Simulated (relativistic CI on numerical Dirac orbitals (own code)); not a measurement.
**Spin-orbit doublets in the photoemission of mercury**

Problem. Photoelectron lines from p, d and f shells are doublets, and peak fits need their splitting and area ratio. Find both for the 4f line of mercury, from the calculated spin-orbit constant ζ(4f) = 1.149 eV of the closed-shell ion Hg²⁺ with one hole. Is the doublet resolved if instrument, lifetime and solid give each line a width of 1.5 eV (assumed)?

Working.
1. One hole with l = 3 gives j = 7/2 and j = 5/2. For a hole the level of higher j has the lower binding energy.
2. The splitting is (l + ½)ζ = 3.5 × 1.149 = 4.022 eV.
3. The areas follow 2j + 1: 8 : 6, so the weaker line has 0.750 of the stronger one's area, if the radial matrix elements are equal.
4. Splitting over width is 2.68: two separate peaks.

Check. The difference of tabulated binding energies of the element (N6 less N7; Elam, Ravel and Sieber, Radiat. Phys. Chem. 63, 121 (2002), rounded to 0.1 eV or more) is 4.1 eV.

All doublets of Hg²⁺, calculated as differences of Dirac-Coulomb-Breit total energies with one hole (eV):

| Shell | Calculated | Without Breit and QED | Tabulated, element |
| --- | --- | --- | --- |
| 2p | 1927 | 1948 | 1925.0 |
| 3p | 431.7 | 436.1 | 432.0 |
| 3d | 90.75 | 92.31 | 90.0 |
| 4p | 104.9 | 106 | 103.6 |
| 4d | 19.54 | 19.89 | 19.4 |
| 4f | 4.037 | 4.188 | 4.1 |
| 5p | 18.18 | 18.41 | 18.6 |
| 5d | 1.862 | 1.903 | 1.8 |

The Breit and QED terms lower the splittings by 1.0 to 3.6 %.
